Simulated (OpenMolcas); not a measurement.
**Rh3+: moving or changing the point charges**

Rh3+ among 8 point charges of -1.2 e arranged as a cube (Oh), 1.73 Å from the ion.

| Item | Value |
| --- | --- |
| Program | OpenMolcas 26.06 |
| Method | CASSCF |
| Basis | ANO-RCC-VDZP [6s5p3d1f] |
| Scalar Hamiltonian | DKH2, point nucleus |
| Active space | 6 electrons in 5 orbitals (4d) |
| State averaging | 2S+1 = 5 even, 5 roots; 2S+1 = 3 even, 45 roots; 2S+1 = 1 even, 50 roots |
| Spin-orbit coupling | RASSI with atomic mean-field integrals over the reference wave functions |

Runs around this geometry, states (labels of O, the rotations of Oh). Energies in cm-1 above the lowest state or level, χT in cm3 K/mol.

| R (Å) | q (e) | Ground state | First state of that spin | First gap with spin-orbit (degeneracies) | χT at 300 K | First state of another spin |
| --- | --- | --- | --- | --- | --- | --- |
| 1.88 | -0.78 | 5E | 5T2 4630 | 116.2 (1, 3) | 4.054 | 3T1 17090 |
| 1.73 | -1.2 | 5E | 5T2 10564 | 96.9 (1, 3) | 3.424 | 3T1 12639 |
| 2.08 | -1.2 | 5E | 5T2 4600 | 116.3 (1, 3) | 4.062 | 3T1 17191 |

Taking the first state of the same spin as R^-n, n = -ln(4600 / 10564) / ln(2.08 / 1.73) = 4.5 between the shortest and longest distance.

An orbital doublet at a regular site is open to a Jahn-Teller distortion, which this geometry leaves out. Without dynamic correlation the repulsion within the d shell is too large (B by tens of per cent), so at a given field states of lower spin stand too high. Point charges give a weaker field than real ligands, and real ions of this kind are as a rule low spin; the high spin found here belongs to the model. The ground term spreads over less than 5000 cm-1, several times less than with real ligands, so orbital moments are less quenched and χT lies further from the spin-only value than at real sites (holds for R = 1.88, q = -0.78; R = 2.08, q = -1.2). Point charges carry no covalency, so the field is a model and not that of real ligands. No measured value stands beside these numbers.
